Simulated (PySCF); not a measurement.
# Electron correlation in Ne (neon, neutral)

[Ne], closed-shell 1S. Computed with PySCF 2.14 in def2-SVP, with the non-relativistic Hamiltonian (point nucleus). Frozen: 1s2; 8 electrons correlated.

MP2 pair energies summed by pair of shells (mhartree):

```tsv
pair	energy	share (%)
2p-2p	-140.24	76.4
2s-2p	-36.27	19.8
2s-2s	-7.07	3.8
```

Total MP2 correlation energy: -183.58 mhartree.

Same-spin part -50.68 and opposite-spin part -132.90 mhartree; SCS-MP2 scales them by 1/3 and 6/5 to -176.37 mhartree.

```json
{"level": "CCSD", "correlation energy (mhartree)": "-187.32"}
{"level": "(T)", "correlation energy (mhartree)": "-1.03"}
{"level": "CCSD(T)", "correlation energy (mhartree)": "-188.35"}
```

Diagnostics: T1 = 0.0030, D1 = 0.0043, largest double amplitude 0.042.

**Question.** Is a single reference adequate?

**Answer.** Yes: T1 lies below 0.03 and no double amplitude reaches 0.07.
